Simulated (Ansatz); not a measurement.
Mulliken charges of CH4BClOSi, SMILES `Cl[SiH]1BCO1` from ωB97M-V/def2-TZVPP in Ansatz (PBE0-D4/def2-TZVP geometry).

| atom | x (Å) | y (Å) | z (Å) | charge (e) |
| --- | --- | --- | --- | --- |
| Cl1 | -1.243 | 2.546 | 0.057 | -0.213 |
| Si2 | 0.143 | 1.129 | -0.499 | 0.417 |
| B3 | 0.627 | -0.200 | 0.928 | -0.142 |
| C4 | -0.241 | -1.131 | 0.006 | -0.001 |
| O5 | -0.565 | -0.251 | -1.110 | -0.377 |
| H6 | 1.037 | 1.804 | -1.471 | -0.036 |
| H7 | 1.192 | -0.427 | 1.948 | 0.123 |
| H8 | 0.299 | -2.016 | -0.358 | 0.112 |
| H9 | -1.160 | -1.500 | 0.482 | 0.116 |

Question: By hand: the dipole of these point charges (1 e Å = 4.8032 D).

Answer: Σ q r = (0.457, -0.465, 0.375) e Å, of length 0.752 e Å = 3.61 D.

Question: How does the dipole of the full density compare? (An estimate is asked.)

Answer: Computed: (0.305, -0.309, 0.238) e Å, 2.38 D; the point charges give 1.52 times that, at 1° from its direction.

Point charges leave out the atoms' own dipoles, such as those of lone pairs, and Mulliken's split depends on the basis, so the two needn't agree.
